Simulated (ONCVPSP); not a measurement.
**bismuth, ONCV: configuration errors across variants**

ONCVPSP 4.0.1 input, shortened (lines: element, Z, core and valence counts, functional; n l f; lmax; l rc ep ncon nbas qcut; lloc lpopt rc5 dvloc0; l nproj debl; icmod fcfact rcfact), PW91, scalar-relativistic:

```
  Bi 83.00   12    3  -109134      upf
    1    0    2.00
    2    0    2.00
    2    1    6.00
    3    0    2.00
    3    1    6.00
    3    2   10.00
    4    0    2.00
    4    1    6.00
    4    2   10.00
    4    3   14.00
    5    0    2.00
    5    1    6.00
    5    2   10.00
    6    0    1.50
    6    1    3.50
    2
    0    1.85    0.00    3    7    2.90
    1    2.55    0.00    4    8    3.50
    2    1.80    0.00    4    9    8.30
    4    5    1.80    1.00
    0    2    1.20
    1    2    2.20
    2    2    1.90
    3    4.00    1.60
```

All-electron excitation energies from the reference (eV): (1) 5d10 6s2 6p3 -5.009; (2) 5d10 6s2 6p2 2.964; (3) 5d10 6s2 6p1 18.287; (4) 5d9 6s2 6p4 19.181.

3 further variants failed, have other tests or another functional or relativity, and are left out.

Errors AE − PS in meV (a dash: test not solved or not reliable):

| change | (1) | (2) | (3) | (4) | bound ghosts | GHOST(+) flags above zero |
| --- | --- | --- | --- | --- | --- | --- |
| base | -2.0 | -8.1 | -25 | -143 | none | s, p |
| all radii but the core radius scaled by about 1.34 (s 2.48, p 3.42, d 2.42 bohr); local potential polynomial inside 2.42 bohr (lpopt 5, dvloc0 1 Ha) | -5.0 | -16 | -59 | +110 | none | s |
| s: rc 2 | -3.1 | -9.8 | -28 | -120 | none | s, p |
| d: rc 2.62 | -2.2 | -8.4 | -26 | +6.7 | none | s, p |

Problem. Give the same row for: core correction Teter function, fcfact 1.5, rcfact 1.6.

Solution. -1.1, -7.0, -21, -123; bound ghosts: none; GHOST(+) flags above zero: s, p.
